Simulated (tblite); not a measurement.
Species: C7H11O (doublet state).
SMILES with atom numbers: `[CH3:1][O:2][C:3]1[CH2:4][CH:5]=[C:6]([CH3:7])[CH2:8]1` (hydrogens: H9, H10, H11 on C1; H12, H13 on C4; H14 on C5; H15, H16, H17 on C7; H18, H19 on C8)

Cartesian coordinates in Å at the GFN2-xTB level; atoms count from 1:
```
atom  x, y, z in Å
C1    -3.1358   -0.0437    0.1882
O2    -2.0104    0.5357    0.7902
C3    -0.7908   -0.0377    0.4997
C4    -0.4638   -0.7679   -0.7656
C5     1.0288   -0.6342   -0.8226
C6     1.5204    0.1029    0.1647
C7     2.9463    0.4471    0.4239
C8     0.4319    0.5999    1.0766
H9    -3.1826   -1.1220    0.3771
H10   -3.1456    0.1246   -0.8946
H11   -4.0048    0.4404    0.6323
H12   -0.7714   -1.8228   -0.7475
H13   -0.9379   -0.3215   -1.6529
H14    1.6018   -1.1032   -1.6047
H15    3.0693    1.5278    0.4858
H16    3.5868    0.0637   -0.3663
H17    3.2699    0.0219    1.3737
H18    0.3678    1.6968    1.0768
H19    0.6103    0.3015    2.1173
```

Calculated harmonic vibrations of the isolated species, GFN2-xTB (tblite), most abundant isotopes, no scaling. Errors from tens to a few hundred cm⁻¹ against measured bands are possible. One conformer, not necessarily the lowest. Open shells enter through the occupations alone, without spin polarisation, and single modes of such species can be off by tens of per cent.

Harmonic wavenumbers (cm⁻¹): 50.9, 88.9, 121.3, 175.6, 200.0, 234.0, 261.5, 307.3, 416.7, 432.0, 561.4, 639.2, 777.6, 852.4, 900.2, 907.4, 932.2, 989.5, 1018.6, 1049.0, 1052.4, 1077.6, 1098.3, 1117.2, 1146.2, 1176.2, 1211.4, 1242.5, 1268.8, 1308.7, 1353.0, 1400.5, 1407.0, 1449.7, 1451.8, 1467.8, 1477.6, 1480.9, 1482.0, 1730.9, 2813.8, 2841.5, 2874.7, 2897.1, 2909.7, 2931.4, 2999.1, 3014.7, 3017.4, 3044.6, 3109.3.

A = 5634, B = 1203, C = 1021 MHz; mass 111.081 u (most abundant isotopes); point group C1, symmetry number 1; spin multiplicity 2.

Q: Zero-point energy?

A: ½Σν̃ = 34885 cm⁻¹ = 417.31 kJ/mol.

Q: Give the ideal-gas entropy at 273.15 K and 1 bar in the rigid-rotor, harmonic-oscillator model (classical rotation).

A: Translation 165.78, rotation 117.03, vibration 96.47, spin (R ln 2) 5.76: S = 385.0 J/(mol K).

Q: And Cp and H(273.15 K) − H(0)?

A: Cp = 134.78 J/(mol K), of which vibrations give 101.52 (their classical limit is 51 R = 424.0); H(273.15 K) − H(0) = 23.21 kJ/mol without the zero-point energy, 14.13 from vibrations.

Q: What must be added to the electronic energy to get the Gibbs energy at 273.15 K and 1 bar?

A: ZPE + [H(273.15 K) − H(0)] − T·S = 417.31 + 23.21 − 105.17 = 335.35 kJ/mol.

Q: Which modes carry the vibrational entropy at 273.15 K?

A: 50.9 cm⁻¹: 19.28; 88.9 cm⁻¹: 14.70; 121.3 cm⁻¹: 12.18; 175.6 cm⁻¹: 9.25; 200.0 cm⁻¹: 8.26; 234.0 cm⁻¹: 7.08 J/(mol K); the other 45 give 25.72 together.

Q: How do the functions run with temperature in this model?

A: 
```
 T (K)  S (J/(mol K))  Cp (J/(mol K))  H − H(0) (kJ/mol)  G − H(0) (kJ/mol)  ln q(vib)
   150          318.8            92.0               9.35             -38.47       2.54
   250          373.5           125.9              20.20             -73.18       4.85
298.15          397.3           144.7              26.71             -91.74       5.95
   400          445.6           185.8              43.55            -134.68       8.26
   600          534.5           253.8              87.87            -232.82      12.82
   900          651.2           320.8             174.90            -411.18      19.47
```

q(vib) and H(0) count from the zero-point level.

Hindered rotation and anharmonicity are outside this model. Other conformers, if any are populated, would add a mixing term that is left out. The structure is chiral; the term R ln 2 for an equal mix with its mirror image is left out.
